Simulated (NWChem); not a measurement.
System: CdF₂; SMILES [F][Cd][F]

All runs: NWChem. def2 effective core potentials on Cd; no spin-orbit coupling. The level has its own optimisation; frequencies are unscaled.

### Question
What does the run give for PBE0/def2-SVP? Quantities: r Cd–F (Å); highest harmonic frequency (cm⁻¹); lowest (cm⁻¹); zero-point energy (kcal/mol).

### Answer
| Property | Result |
|---|---|
| r Cd–F (Å) | 1.919 |
| highest harmonic frequency (cm⁻¹) | 679 |
| lowest (cm⁻¹) | 136 |
| zero-point energy (kcal/mol) | 2.2 |
